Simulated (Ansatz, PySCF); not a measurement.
Spin states of COW (SMILES [O+]#[C-]->[W]), each relaxed with B3LYP-D3(BJ)/def2-TZVP.
State 1 (charge 0, multiplicity 5):
```csv
atom,x (Å),y (Å),z (Å)
W,-1.0716,-0.8569,-0.9771
O,0.8896,0.7569,0.7864
C,0.1488,0.1474,0.1203
```
State 2 (charge 0, multiplicity 7):
| atom | x (Å) | y (Å) | z (Å) |
|---|---|---|---|
| W | -1.1226 | -0.9906 | -0.9894 |
| O | 0.9237 | 0.6036 | 0.8836 |
| C | 0.1657 | 0.4343 | 0.0354 |

Singlets are restricted, other states unrestricted; no spin–orbit coupling, no relativity up to Kr; see below for the cores. The largest T1 diagnostic is 0.049.

Codes used: Ansatz (an electronic-structure program); PySCF for the dispersion terms. Each number belongs to the level named beside it. In def2 rows elements past Kr take small-core potentials, without spin–orbit coupling.

Question: One of these levels gives 7.68 kcal/mol for the energy of the multiplicity-7 state less that of the multiplicity-5 state. Which one is it?
(A) r2SCAN/def2-TZVPP
(B) PBE-D3(BJ)/def2-TZVPP
(C) BHLYP/def2-TZVPP
(D) B97M-V/def2-TZVPP

Answer: C, BHLYP/def2-TZVPP. The others give 12.54 (PBE-D3(BJ)/def2-TZVPP), 5.45 (r2SCAN/def2-TZVPP), 4.30 (B97M-V/def2-TZVPP)

Doubts at one or more of the structures used: a spin-contaminated determinant (BHLYP/def2-TZVPP).
